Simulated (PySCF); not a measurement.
Ground-state electric properties of a mixed set of molecules.

All values: PBE0/pcSseg-1 (PySCF) at GFN2-xTB geometries, gas phase, one conformer each.

(1) Rank by HOMO energy, highest first.
A. `CC[C@@H](C)[C@@H](F)C#N`
B. `C=NCOC(F)(F)F`
C. `[SiH3][SiH]([SiH3])P`
D. `Clc1cpcs1`

(2) Rank by dipole moment, highest first.
A. `Clc1pccs1`
B. `[CH2:1]=[N:2][CH2:3][O:4][C:5]([F:6])([F:7])[F:8]` with C1–N2–C3–O4 -4°, N2–C3–O4–C5 -92°
C. `[SiH3]P([SiH3])[SiH3]`
D. `[CH3:1][CH2:2][C@@H:3]([CH3:4])[C@@H:5]([F:6])[C:7]#[N:8]` with C1–C2–C3–C4 176°, C2–C3–C5–F6 177°
E. `[H]/[N:7]=[C:6]1\[CH2:5][CH2:4][C@:2]([CH3:1])([F:3])[CH2:8]1` with C1–C2–C4–C5 -159°, C2–C4–C5–C6 31°, C4–C5–C6–N7 162°, C5–C6–C8–C2 -2°
F. `c1sc(Cl)cp1`

(3) Rank by the highest Hirshfeld charge on any atom, highest value first.
A. `C([C@H]([C@H](C#N)F)C)C`
B. `Clc1cpcs1`
C. `[SiH3]P([SiH3])[SiH3]`
D. `[SiH3][SiH]([SiH3])P`
E. `[H]/N=C1\CC[C@](C)(F)C1`
F. `C=NCOC(F)(F)F`

## Answers

(1) D (-7.09 eV), C (-7.37 eV), B (-8.07 eV), A (-9.35 eV).

(2) D (3.69 D), E (2.51 D), A (2.19 D), B (1.69 D), C (0.99 D), F (0.62 D).

(3) F (+0.308 e), C (+0.256 e), D (+0.215 e), B (+0.129 e), E (+0.111 e), A (+0.090 e).

All values together:

| SMILES | formula | μ (D) | HOMO (eV) | LUMO (eV) | lowest IAO charge (e) | highest IAO charge (e) | lowest Hirshfeld charge (e) | highest Hirshfeld charge (e) |
| --- | --- | --- | --- | --- | --- | --- | --- | --- |
| CC[C@@H](C)[C@@H](F)C#N | C6H10FN | 3.69 | -9.35 | -0.12 | -0.427 (C) | +0.171 (H) | -0.198 (N) | +0.090 (C) |
| Clc1pccs1 | C3H2ClPS | 2.19 | -6.97 | -1.74 | -0.434 (C) | +0.389 (S) | -0.124 (C) | +0.125 (S) |
| [SiH3][SiH]([SiH3])P | H9PSi3 | 0.86 | -7.37 | -0.67 | -0.098 (H) | +0.309 (Si) | -0.077 (H) | +0.215 (Si) |
| [SiH3]P([SiH3])[SiH3] | H9PSi3 | 0.99 | -7.08 | -0.18 | -0.341 (P) | +0.421 (Si) | -0.123 (P) | +0.256 (Si) |
| C=NCOC(F)(F)F | C3H4F3NO | 1.69 | -8.07 | -0.73 | -0.380 (O) | +0.944 (C) | -0.144 (N) | +0.308 (C) |
| Clc1cpcs1 | C3H2ClPS | 0.62 | -7.09 | -1.69 | -0.574 (C) | +0.400 (S) | -0.141 (C) | +0.129 (S) |
| [H]/N=C1\CC[C@](C)(F)C1 | C6H10FN | 2.51 | -7.18 | -0.06 | -0.459 (N) | +0.319 (C) | -0.251 (N) | +0.111 (C) |

Conformers: `[CH3:1][CH2:2][C@@H:3]([CH3:4])[C@@H:5]([F:6])[C:7]#[N:8]` with C1–C2–C3–C4 176°, C2–C3–C5–F6 177°; `[SiH3:1][SiH:2]([SiH3:3])[PH2:4]` with Si1–Si2–P4–H -34° and 59°; `[CH2:1]=[N:2][CH2:3][O:4][C:5]([F:6])([F:7])[F:8]` with C1–N2–C3–O4 -4°, N2–C3–O4–C5 -92°; `[H]/[N:7]=[C:6]1\[CH2:5][CH2:4][C@:2]([CH3:1])([F:3])[CH2:8]1` with C1–C2–C4–C5 -159°, C2–C4–C5–C6 31°, C4–C5–C6–N7 162°, C5–C6–C8–C2 -2°.
